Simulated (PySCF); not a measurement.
## NMR parameters from quadrupole coupling constants

Compound: C6H13NSi.
Geometry (PBE0-D3(BJ)/def2-SVP, Å), atoms numbered from 1 in this order:
```xyz
21
C6H13NSi angstrom
C     -1.3436   -0.3341    1.5911
C     -1.4413   -0.1418    0.2706
C     -2.6538   -0.5716   -0.5021
C     -0.3513    0.5035   -0.5653
C      0.6332    1.3790    0.2248
N      1.6303    0.5041    0.8145
Si     1.8245   -0.9996   -0.0298
C      0.4833   -0.5793   -1.2943
H     -2.1525   -0.8159    2.1474
H     -0.4513   -0.0381    2.1476
H     -2.3845   -1.2474   -1.3309
H     -3.1520    0.2995   -0.9612
H     -3.3835   -1.0892    0.1358
H     -0.8540    1.1407   -1.3141
H      0.0873    1.9493    0.9961
H      1.0809    2.1228   -0.4667
H      2.2634    0.9190    1.4840
H      1.5700   -2.2106    0.8142
H      3.1713   -1.1975   -0.6622
H      0.9743   -0.1518   -2.1851
H     -0.1274   -1.4277   -1.6348
```

Computed at PBE0/pcSseg-1 (PySCF, non-relativistic):

```json
{"atom": "N6", "environment": "silicon-bound nitrogen", "nucleus": "14N", "spin I": "1", "Q (b)": "0.02044", "CQ = χzz (MHz)": "-5.375", "η": "0.336"}
```

Question: Which field gradients stand behind these couplings (CQ in MHz = 234.96 × Q in b × Vzz in au)?

Answer: The tensor is traceless, so η fixes the two smaller values:

```json
{"atom": "N6", "Vxx (au)": "0.372", "Vyy (au)": "0.747", "Vzz (au)": "-1.119", "Vzz (10²¹ V/m²)": "-10.88"}
```

Question: At 21.15 T, set νQ = 3|CQ|/[2I(2I − 1)] beside the Larmor frequency (|g| × 7.62259 MHz/T × B; g(14N) = 0.40376), and give PQ = |CQ|√(1 + η²/3).

Answer: 
```json
{"atom": "N6", "PQ (MHz)": "5.475", "νQ (MHz)": "8.063", "ν0 (MHz)": "65.09", "νQ/ν0": "0.124"}
```

For N6: PQ = 5.375 × 1.0186, νQ = 5.375 × 1.5000, ν0 = 3.0777 MHz/T × 21.15 T.

Question: Take a correlation time of 15 ps, isotropic tumbling and extreme narrowing. What quadrupolar relaxation rates and linewidths follow?

Answer: 1/T1 = 1/T2 = (3π²/10)(2I + 3)/[I²(2I − 1)] × PQ² × τc; the width is 1/(πT2).

| site | spin factor (2I + 3)/[I²(2I − 1)] | 1/T1 (s⁻¹) | T1 (ms) | linewidth (Hz) |
| --- | --- | --- | --- | --- |
| 14N at N6 | 5.000 | 6660 | 0.15 | 2120 |

Solvent, lattice and vibrations would change these gradients. One conformer (not necessarily the lowest) at the PBE0-D3(BJ)/def2-SVP geometry, without solvent, vibrations or thermal averaging. The small basis limits the accuracy of the gradients.
